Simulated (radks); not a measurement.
Neutral ruthenium inside a hard spherical wall (all orbitals vanish at R), configuration held at [Kr] 4d7 5s1 and not refilled when levels cross. Method: scalar-relativistic Kohn-Sham, r2SCAN, spin-polarised, spherical densities, finite nucleus; open shells are filled with parallel spins first (spin-orbit coupling, left out, can overturn this in heavy ions); meta-GGA in the generalised Kohn-Sham scheme; Fermi nuclear charge, rms radius 4.4809 fm; computed with a radial shooting solver on a logarithmic mesh with Libxc functionals. Eigenvalues in eV for spin up, with the zero of energy where the potential of the charges vanishes at infinity; a dash marks a level that is unbound or too diffuse for the functional's potential to be trusted. A positive occupied level is held by the wall or, in an anion where self-interaction has pushed it up, behind a barrier. The pressure on the wall is -dE/dV.

R (bohr)  E (hartree)  kinetic (hartree)    e(4s)    e(4p)   e(4d)   e(5s)  e(5p, empty)  e(6s, empty)  pressure (GPa)
free      -4531.39370           4685.947  -79.366  -48.739  -6.282  -5.029        -0.925             -               0
20        -4531.39370           4685.947  -79.366  -48.739  -6.282  -5.029        -0.925             -        < 0.0001
8         -4531.39102           4685.970  -79.209  -48.583  -6.140  -4.895        -0.438         5.842           0.117
7         -4531.38495           4686.011  -78.974  -48.350  -5.932  -4.664         0.099         8.829           0.504
6         -4531.36484           4686.127  -78.408  -47.792  -5.437  -4.036         1.297        14.329            2.28
4         -4531.01858           4687.666  -73.536  -43.108  -1.067   3.190        11.886        50.475            77.0
3.5       -4530.61824           4689.261  -70.047  -39.798   2.334   9.876        20.670        75.620             224
2.5       -4527.15288           4702.381  -53.422  -23.455  21.457  54.222        73.517        203.62            3090
1.5       -4487.25206           4829.061   39.398   78.036  141.59  361.10        396.70        851.21          129000
